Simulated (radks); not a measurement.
These are the eigenvalues of the occupied orbitals of an atom or ion with whole-number occupations (hartree). Calculated with a radial shooting solver on a logarithmic mesh with Libxc functionals: Dirac Kohn-Sham, PBE, spin-unpolarised, spherical densities, point nucleus.

| orbital | eigenvalue |
|---|---|
| 1s1/2 | -3208.521 |
| 2s1/2 | -784.5326 |
| 3d3/2 | -304.7083 |
| 3d5/2 | -299.3266 |

Which element is it, and in what charge state? The configuration may be excited. Open shells, if any, are shared by 2j + 1.

Answer. Z = 78, platinum, charge +72: Pt72+ in [He] 2s2 3d2. The list shows which subshells hold electrons but not how many an open one holds; the 1s level, -3208.5 hartree, gives Z - s = 80.1 by -(Z - s)^2/2, which with screening and relativity narrows Z to a few neighbours, and the depths of the outer levels then fix element, charge and occupations together.
